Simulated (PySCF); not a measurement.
C₂Si, SMILES [C]1[C][Si]1 (connectivity only; charge and spin as stated), neutral, multiplicity 1. Atoms are numbered in the order given.

```xyz
3

Si     0.0000     0.0000    -0.7945
C      0.0000     0.6307     0.9269
C      0.0000    -0.6307     0.9269
```

The structure is a stationary point at ωB97X-D3(BJ)/def2-TZVP.

The numbers are results of PBE/pcSseg-2 in PySCF, not measurements.

GIAO shieldings, no solvent; atoms alike by connectivity are averaged. δ = σ(ref) − σ: ²⁹Si against TMS (σ = 324.1 ppm); ¹³C against TMS (σ = 181.4 ppm), references at their B3LYP-D3(BJ)/def2-TZVP geometries, non-relativistic.

```
nucleus   atoms  count  δ (ppm)
-------  ------  -----  -------
²⁹Si        Si1      1    595.6
¹³C      C2, C3      2    440.9
```
